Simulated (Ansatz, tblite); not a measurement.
Adding an electron: the cluster Pb2S⁺. Total charge 1; doublet. Geometry: PBE-D4/def2-TZVP. Ansatz, gas phase; energy differences of separate SCF runs; the reduced species is a singlet (the triplet lies 0.52 eV higher at PBE0-D4/def2-TZVP).

```xyz
3

Pb   -1.612   -0.058   -0.802
Pb    0.948    1.061    1.105
S     0.665   -1.004   -0.303
```

In the def2 sets Pb takes a core potential; there is no spin–orbit coupling. The xTB rows come from tblite. The structure comes from a short search, and lower isomers may exist.

```tsv
level	−HOMO (eV)	−LUMO (eV)	vertical EA (eV)	HOMO–LUMO gap (eV)
GFN1-xTB	–	–	9.66	–
GFN2-xTB	–	–	10.70	–
PBE-D4/def2-TZVP	9.43	8.68	6.27	0.75
r2SCAN-D4/def2-TZVP	9.75	8.39	6.22	1.36
PBE0-D4/def2-TZVP	10.20	7.95	6.25	2.25
```

  HOMO and LUMO are the levels of the spin that leaves or enters (xTB has no such levels and no spin-polarisation term). Other spin states of the ions may lie lower, which would lower the ionisation energy or raise the affinity. Raw xTB energy differences between charge states are shifted by several eV; the methods need an empirical correction for them.
